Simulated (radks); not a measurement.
Q: Ba, 56 electrons, occupied as [Xe] 6s2 (the NIST ground configuration). Method: Dirac Kohn-Sham, PBE, spin-unpolarised, spherical densities, finite nucleus; Fermi nuclear charge, rms radius 4.8378 fm; computed with a radial shooting solver on a logarithmic mesh with Libxc functionals. Some entries of the table are withheld. Estimate them.

| orbital | occ. | eigenvalue (eV) | r(max) (bohr) |
|---|---|---|---|
| 1s1/2 | 2 | -37226.06 | 0.01642 |
| 2s1/2 | 2 | -5881.766 | 0.09302 |
| 2p1/2 | 2 | -5540.624 | 0.07107 |
| 2p3/2 | 4 | -5158.893 | 0.07614 |
| 3s1/2 | 2 | -1241.580 | 0.2665 |
| 3p1/2 | 2 | -1098.368 | 0.2531 |
| 3p3/2 | 4 | -1024.582 | 0.2642 |
| 3d3/2 | 4 | -773.2954 | 0.2133 |
| 3d5/2 | 6 | -757.5671 | 0.2165 |
| 4s1/2 | 2 | -243.5969 | (1) |
| 4p1/2 | 2 | -191.5341 | 0.6375 |
| 4p3/2 | 4 | -176.1571 | 0.6616 |
| 4d3/2 | 4 | -91.1256 | 0.6910 |
| 4d5/2 | 6 | -88.5121 | 0.6990 |
| 5s1/2 | 2 | -33.6295 | 1.473 |
| 5p1/2 | 2 | (2) | 1.626 |
| 5p3/2 | 4 | (3) | 1.695 |
| 6s1/2 | 2 | -3.2292 | 4.152 |
| 5d3/2 | 0 | -2.0911 | 2.453 |
| 5d5/2 | 0 | -1.9688 | 2.502 |
| 6p1/2 | 0 | (4) | 5.247 |
| 6p3/2 | 0 | (5) | 5.455 |

A: 
(1) 4s1/2 r(max) (bohr): 0.6254
(2) 5p1/2 eigenvalue (eV): -20.1654
(3) 5p3/2 eigenvalue (eV): -18.0944
(4) 6p1/2 eigenvalue (eV): -1.3377
(5) 6p3/2 eigenvalue (eV): -1.2031
